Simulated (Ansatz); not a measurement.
Ideal-gas functions of `[NH2][Sn]([NH2])([Cl])[Cl]` at 600 K and 1 bar, from an Ansatz frequency run at PBE0-D4/def2-TZVP.

Molar mass 221.66 g/mol, point group C2 (symmetry number 2), electronic degeneracy 1, moments of inertia 253.618, 340.575, 412.593 u Å². Harmonic wavenumbers (cm⁻¹, unscaled): 92, 119, 132, 146, 148, 159, 241, 366, 377, 556, 558, 661, 669, 870, 880, 1560, 1562, 3543, 3543, 3643, 3643.

Use S(trans) = R[1.5 ln M + 2.5 ln T − 1.1517]; rotational temperatures θ = 24.2544 K / I; S(rot) = R[ln(√π/σ · √(T³/θAθBθC)) + 1.5]; for each mode x = 1.438777 ν̃/T, S = R[x/(eˣ − 1) − ln(1 − e⁻ˣ)] and H = RT x/(eˣ − 1); 1 cm⁻¹ = 0.0119627 kJ/mol; R = 8.31446 J/(mol·K).

Q: By hand: the entropy, in J/(mol·K).

A: Translation 190.8. Rotation: θ = 0.0956, 0.0712, 0.0588 K, giving 123.8. Vibration, mode by mode: 20.90, 18.77, 17.91, 17.08, 16.97, 16.38, 12.99, 9.66, 9.43, 6.51, 6.49, 5.30, 5.22, 3.56, 3.49, 0.96, 0.95, 0.02, 0.02, 0.01, 0.01, in all 172.6. Electronic 0.0. Sum 487.2 J/(mol·K).

Q: By hand: H − E and G − E in kJ/mol, counted from the electronic energy.

A: Zero-point energy ½ × 23468 × 0.0119627 = 140.4; thermal vibration 48.0; translation, rotation and pV give 4 RT = 20.0. H − E = 208.4 kJ/mol, and G − E = 208.4 − 600 × 487.2/1000 = -83.9 kJ/mol.

Vibration gives 35 % of the entropy, 91.6 J/(mol·K) of it from the modes under 150 cm⁻¹: soft modes count most, and the harmonic formula is weakest for them. The sum counts one conformer and one mirror image; others add a mixing term.
